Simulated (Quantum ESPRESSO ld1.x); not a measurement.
Task: The mean radii <r> (bohr) of the occupied orbitals of an atom or ion are listed with their occupations. All-electron calculation, Dirac Kohn-Sham, relativistic LDA (MacDonald-Vosko exchange, VWN5 correlation), spin-unpolarised, spherical densities, point nucleus. Program: ld1.x of Quantum ESPRESSO 7.5.

orbital     occ.      <r>
1s1/2          2  0.03051
2s1/2          2   0.1316
2p1/2          2   0.1114
2p3/2          4   0.1165
3s1/2          2   0.3570
3p1/2          2   0.3475
3p3/2          4   0.3582
3d3/2          4   0.3284
3d5/2          6   0.3318
4s1/2          2   0.7985
4p1/2    1.33333   0.8208
4p3/2    2.66667   0.8390

Name the element and its charge. Open shells, if any, are shared by 2j + 1.

Result: Z = 48, cadmium, charge +14: Cd14+ in [Ar] 3d10 4s2 4p4. The 1s radius gives Z: for a bare nucleus <r> = (2 gamma + 1)/(2Z) with gamma = sqrt(1 - (Z/c)^2), 0.02993 bohr for Z = 48, and screening makes it slightly larger (0.03051 here). The occupations add up to 34, and the charge is Z minus that.
